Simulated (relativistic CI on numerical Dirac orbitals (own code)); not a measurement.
## Radial parameters of Zr32+

Calculated at this level of theory: Dirac-Coulomb-Breit CI, orbitals from a KLI potential per configuration, QED by a radiative potential, unscaled Slater integrals (own radial code, finite nucleus).

Slater integrals F^k, G^k are unscaled and averaged over j, outside the closed core 1s2; ζ comes from projecting the Hamiltonian with its Breit term on Σ l·s of the shell.

- 2s²2p⁴: F^2(2p,2p) = 704690, ζ(2p) = 487280 cm⁻¹; <r>(2p) = 0.135, <r^2>(2p) = 0.0221 (bohr units).
- 2s2p⁵: G^1(2s,2p) = 754820, ζ(2p) = 484400 cm⁻¹; <r>(2s) = 0.1564, <r^2>(2s) = 0.02873, <r>(2p) = 0.1353, <r^2>(2p) = 0.0222 (bohr units).
- 2p⁵3s: ζ(2p) = 492430, G^1(2p,3s) = 73085 cm⁻¹; <r>(2p) = 0.1345, <r^2>(2p) = 0.02194, <r>(3s) = 0.3705, <r^2>(3s) = 0.156 (bohr units).

Averages of the first 10 configurations, taken without configuration mixing, which lowers the lowest level and can move excited configurations by several eV; other configurations of the list can lie among them:

```json
{"Configuration": "2s²2p⁴", "Parity": "even", "States": "15", "Average energy above the lowest level (eV)": "65.8"}
{"Configuration": "2s2p⁵", "Parity": "odd", "States": "12", "Average energy above the lowest level (eV)": "309.9"}
{"Configuration": "2p⁶", "Parity": "even", "States": "1", "Average energy above the lowest level (eV)": "584.3"}
{"Configuration": "2p⁵3s", "Parity": "odd", "States": "12", "Average energy above the lowest level (eV)": "2869.0"}
{"Configuration": "2p⁵3p", "Parity": "even", "States": "36", "Average energy above the lowest level (eV)": "2934.6"}
{"Configuration": "2p⁵3d", "Parity": "odd", "States": "60", "Average energy above the lowest level (eV)": "3006.9"}
{"Configuration": "2s²2p³3s", "Parity": "odd", "States": "40", "Average energy above the lowest level (eV)": "2389.9"}
{"Configuration": "2s²2p³3p", "Parity": "even", "States": "120", "Average energy above the lowest level (eV)": "2460.1"}
{"Configuration": "2s²2p³3d", "Parity": "odd", "States": "200", "Average energy above the lowest level (eV)": "2532.9"}
{"Configuration": "2s2p⁴3s", "Parity": "even", "States": "60", "Average energy above the lowest level (eV)": "2614.2"}
```
